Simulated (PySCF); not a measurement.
Sn(H)(F)2(Cl), SMILES [SnH]([Cl])([F])[F], PBE0/def2-SVP optimised geometry.

```
5

Sn    -0.35    -1.04     0.00
F     -1.04    -2.00     1.51
F     -1.04    -2.00    -1.51
Cl    -1.35     1.04     0.00
H      1.35    -1.04     0.00
```

Density from PySCF with PBE0/def2-TZVP, def2 effective core potentials past Kr at that geometry. The core electrons that the potentials of Sn replace are not part of the density.

Minimum of the electron density along straight lines between bonded atoms, close to the bond critical point (lines longer than 1.1 times the sum of covalent radii, or with two minima, are not listed):

| bond | length / Å | ρ at the minimum / e bohr⁻³ | ∇²ρ there / e bohr⁻⁵ | position (fraction from the first atom) |
|---|---|---|---|---|
| Sn1–F2 | 1.920 | 0.124 | 0.60 | 0.52 |
| Sn1–F3 | 1.920 | 0.124 | 0.60 | 0.52 |
| Sn1–Cl4 | 2.315 | 0.093 | 0.18 | 0.47 |
| Sn1–H5 | 1.694 | 0.120 | 0.04 | 0.63 |
